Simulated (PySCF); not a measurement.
# Interval between two levels of Se by level of theory

Se [Ar] 3d10 4s2 4p4 [3P2, M_J = 2] → Se [Ar] 3d10 4s1 4p5 [3P2, M_J = 2], as a difference of total energies. Computed with PySCF 2.14 in x2c-TZVPall-2c (6s7p4d1f, 54 functions), with the two-component X2C-1e Hamiltonian. Correlated levels: [Ne] frozen. "Screened" scales the spin-orbit matrix elements by Boettger's factors to mimic the two-electron term; Breit and QED terms are absent.

```tsv
method	interval between two levels (cm⁻¹)
GHF (spin-free)	94253
GMP2 (spin-free)	88371
GHF (screened spin-orbit)	94471
GMP2 (screened spin-orbit)	88508
```

The labels give the starting determinants; with spin-orbit coupling the two ends relaxed to ⟨J²⟩ = 6.02, ⟨L²⟩ = 2.08, ⟨S²⟩ = 1.97 and ⟨J²⟩ = 6.04, ⟨L²⟩ = 2.01, ⟨S²⟩ = 2.04.
